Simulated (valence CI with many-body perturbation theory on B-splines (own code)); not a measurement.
Ce35+: M1 decay

Method: configuration interaction combined with many-body perturbation theory (CI+MBPT): five valence electrons over a frozen Dirac-Fock core [Ar], a basis of 7 s, 7 p, 8 d, 6 f, 4 g, 1 h functions for each j, with the one-electron correlation potential Σ1 (screened to all orders), the two-electron term Σ2, the three-electron term Σ3, Breit, model QED; selected single and double excitations, second order for the rest (own B-spline code, finite nucleus).

No measured spectrum was set against this ion. As an estimate, large intervals hold to a few tenths of a per cent, small ones and those within an open d or f shell to about a per cent. Only levels of the ground parity were solved; by the run's estimate the other parity begins above the list, which can be wrong where configurations are misplaced.

Lines 51 to 100 of 120 in falling wavelength, among levels below 838280 cm⁻¹, chosen from the decays that carry over 1 % of a level's rate. Wavelengths and rates use the calculated energies. Weak lines are less certain than strong ones. Lines between different terms over intervals too small for the method are left out, as are lines whose strength nearly cancels.

Levels are named by their leading jj configuration (3d3/2^4 stands for four electrons in 3d with j = 3/2), which in mixed levels can hold well under half, so a name can repeat and another be missing. Letters in brackets count levels of one name in rising energy.

```csv
λ vac (nm),Upper,Lower,Type,A (s⁻¹),Branch %
58.95,(3d3/2^2 3d5/2^3) J=9/2 [a],(3d3/2^3 3d5/2^2) J=7/2 [a],M1,3.04e+04,53.0
58.72,(3d3/2 3d5/2^4) J=5/2 [a],(3d3/2^2 3d5/2^3) J=7/2 [a],M1,5.65e+04,16.7
57.69,(3d3/2^2 3d5/2^3) J=1/2 [a],(3d3/2^3 3d5/2^2) J=3/2 [a],M1,5.99e+04,56.2
57.17,(3d3/2^2 3d5/2^3) J=5/2 [c],(3d3/2^3 3d5/2^2) J=7/2 [b],M1,3.49e+04,23.9
56.85,(3d3/2^2 3d5/2^3) J=13/2,(3d3/2^3 3d5/2^2) J=11/2,M1,1.19e+04,98.4
56.59,(3d3/2^2 3d5/2^3) J=7/2 [c],(3d3/2^2 3d5/2^3) J=5/2 [a],M1,3.71e+03,3.9
55.32,(3d3/2^2 3d5/2^3) J=9/2 [c],(3d3/2^2 3d5/2^3) J=11/2,M1,3.44e+03,5.5
54.69,(3d3/2^2 3d5/2^3) J=3/2 [a],(3d3/2^3 3d5/2^2) J=3/2 [a],M1,9.19e+04,44.4
53.95,(3d3/2^2 3d5/2^3) J=5/2 [a],(3d3/2^3 3d5/2^2) J=5/2 [a],M1,1.37e+05,80.2
52.80,(3d3/2^3 3d5/2^2) J=7/2 [a],(3d3/2^4 3d5/2) J=5/2,M1,2.97e+04,85.9
52.72,(3d3/2 3d5/2^4) J=3/2 [a],(3d3/2^2 3d5/2^3) J=5/2 [b],M1,4.12e+04,13.8
51.48,(3d3/2 3d5/2^4) J=11/2,(3d3/2^2 3d5/2^3) J=13/2,M1,2.86e+04,14.1
51.10,(3d3/2^3 3d5/2^2) J=3/2 [a],(3d3/2^4 3d5/2) J=5/2,M1,1.14e+05,99.1
50.78,(3d3/2^2 3d5/2^3) J=5/2 [b],(3d3/2^3 3d5/2^2) J=3/2 [a],M1,1.37e+04,12.3
50.45,(3d3/2 3d5/2^4) J=7/2 [a],(3d3/2^2 3d5/2^3) J=9/2 [a],M1,8.28e+04,35.8
49.62,(3d3/2^2 3d5/2^3) J=9/2 [b],(3d3/2^3 3d5/2^2) J=9/2,M1,8.15e+04,54.8
49.21,(3d3/2^2 3d5/2^3) J=5/2 [b],(3d3/2^3 3d5/2^2) J=7/2 [a],M1,2.80e+04,25.2
49.09,(3d3/2 3d5/2^4) J=3/2 [a],(3d3/2^2 3d5/2^3) J=3/2 [a],M1,1.10e+05,36.8
48.91,(3d3/2 3d5/2^4) J=5/2 [a],(3d3/2^2 3d5/2^3) J=5/2 [a],M1,1.92e+05,56.7
48.47,(3d3/2^2 3d5/2^3) J=7/2 [b],(3d3/2^3 3d5/2^2) J=5/2 [b],M1,1.53e+03,4.0
47.57,(3d3/2 3d5/2^4) J=11/2,(3d3/2^2 3d5/2^3) J=9/2 [a],M1,3.22e+04,15.8
47.46,(3d3/2^2 3d5/2^3) J=7/2 [c],(3d3/2^3 3d5/2^2) J=7/2 [b],M1,3.40e+04,35.9
47.42,(3d3/2^3 3d5/2^2) J=3/2 [b],(3d3/2^3 3d5/2^2) J=5/2 [a],M1,6.69e+03,24.5
46.90,(3d3/2 3d5/2^4) J=3/2 [a],(3d3/2^2 3d5/2^3) J=1/2 [a],M1,9.98e+04,33.5
46.53,(3d3/2 3d5/2^4) J=5/2 [b],(3d3/2^2 3d5/2^3) J=5/2 [b],M1,5.49e+04,27.9
46.34,(3d3/2^2 3d5/2^3) J=7/2 [b],(3d3/2^3 3d5/2^2) J=9/2,M1,2.06e+04,54.3
45.75,(3d3/2 3d5/2^4) J=7/2 [a],(3d3/2^2 3d5/2^3) J=7/2 [a],M1,7.02e+04,30.3
45.55,(3d3/2^2 3d5/2^3) J=7/2 [a],(3d3/2^3 3d5/2^2) J=5/2 [a],M1,1.51e+04,18.4
44.83,(3d3/2^2 3d5/2^3) J=3/2 [b],(3d3/2^3 3d5/2^2) J=1/2,M1,1.08e+04,19.2
44.60,(3d3/2 3d5/2^4) J=11/2,(3d3/2^2 3d5/2^3) J=11/2,M1,1.22e+05,60.2
44.58,(3d3/2^2 3d5/2^3) J=9/2 [b],(3d3/2^3 3d5/2^2) J=11/2,M1,3.04e+04,20.4
42.95,(3d3/2^2 3d5/2^3) J=3/2 [b],(3d3/2^3 3d5/2^2) J=5/2 [b],M1,1.14e+04,20.4
42.73,(3d3/2^2 3d5/2^3) J=9/2 [b],(3d3/2^3 3d5/2^2) J=7/2 [a],M1,2.47e+04,16.6
41.94,(3d3/2 3d5/2^4) J=5/2 [a],(3d3/2^3 3d5/2^2) J=7/2 [b],M1,5.96e+03,1.8
40.84,(3d3/2^2 3d5/2^3) J=1/2 [b],(3d3/2^3 3d5/2^2) J=1/2,M1,3.85e+04,26.7
40.28,(3d3/2^2 3d5/2^3) J=7/2 [b],(3d3/2^3 3d5/2^2) J=7/2 [a],M1,1.62e+03,4.3
40.04,(3d3/2^2 3d5/2^3) J=5/2 [c],(3d3/2^3 3d5/2^2) J=3/2 [a],M1,2.25e+04,15.4
40.02,(3d3/2^2 3d5/2^3) J=7/2 [c],(3d3/2^3 3d5/2^2) J=5/2 [b],M1,1.59e+04,16.7
39.56,(3d3/2 3d5/2^4) J=7/2 [a],(3d3/2^2 3d5/2^3) J=5/2 [a],M1,8.81e+03,3.8
39.17,(3d3/2^2 3d5/2^3) J=9/2 [c],(3d3/2^3 3d5/2^2) J=7/2 [b],M1,3.46e+04,54.8
39.06,(3d3/2^2 3d5/2^3) J=5/2 [c],(3d3/2^3 3d5/2^2) J=7/2 [a],M1,5.91e+04,40.4
38.56,(3d3/2^2 3d5/2^3) J=7/2 [c],(3d3/2^3 3d5/2^2) J=9/2,M1,3.78e+04,40.0
38.55,(3d3/2^2 3d5/2^3) J=3/2 [a],(3d3/2^3 3d5/2^2) J=5/2 [a],M1,7.13e+04,34.4
37.25,(3d3/2^2 3d5/2^3) J=3/2 [b],(3d3/2^3 3d5/2^2) J=3/2 [a],M1,1.77e+04,31.4
37.19,(3d3/2 3d5/2^4) J=5/2 [b],(3d3/2^2 3d5/2^3) J=7/2 [a],M1,3.06e+04,15.5
36.97,(3d3/2^3 3d5/2^2) J=7/2 [b],(3d3/2^4 3d5/2) J=5/2,M1,5.30e+03,66.0
36.04,(3d3/2 3d5/2^4) J=5/2 [b],(3d3/2^3 3d5/2^2) J=3/2 [b],M1,2.63e+04,13.3
36.03,(3d3/2 3d5/2^4) J=5/2 [a],(3d3/2^3 3d5/2^2) J=5/2 [b],M1,4.91e+04,14.5
36.00,(3d3/2 3d5/2^4) J=3/2 [a],(3d3/2^2 3d5/2^3) J=5/2 [a],M1,2.19e+04,7.3
34.88,(3d3/2 3d5/2^4) J=7/2 [a],(3d3/2^3 3d5/2^2) J=7/2 [b],M1,4.01e+03,1.7
```
